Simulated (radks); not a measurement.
Results of a calculation; reference values are marked as such.
Initial-state core-level shifts of the rhodium ion Rh3+ when its valence configuration changes from [Kr] 4d6. Level of theory: scalar-relativistic Kohn-Sham, PBE, spin-polarised, spherical densities, finite nucleus; open shells are filled with parallel spins first (spin-orbit coupling, left out, can overturn this in heavy ions); Fermi nuclear charge, rms radius 4.4945 fm (a radial shooting solver on a logarithmic mesh with Libxc functionals). Shifts are changes of the shell-averaged eigenvalues in eV (positive: less bound); the change of the density at the nucleus, which sets a Mossbauer isomer shift, is in e/bohr^3, on a base of 1.238e+05.

valence,1s,3s,3p,4s,density at nucleus
4d5 5p1,-6.658,-6.846,-6.845,-5.958,+5.16
4d4 5s2,-11.771,-12.046,-12.046,-10.265,+80.34
4d5 5s1,-5.489,-5.668,-5.668,-4.799,+39.49
4d4 5p2,-13.900,-14.225,-14.224,-12.332,+10.84
4d5.5 5s0.5,-2.711,-2.801,-2.801,-2.394,+18.93
4d3 5s2 5p1,-19.372,-19.754,-19.754,-16.769,+93.03
4d4 5s1 5p1,-12.769,-13.082,-13.082,-11.220,+47.62
4d3.5 5s1 5p1.5,-16.485,-16.858,-16.857,-14.424,+51.96
4d3 5s1 5p2,-20.250,-20.679,-20.678,-17.619,+56.53
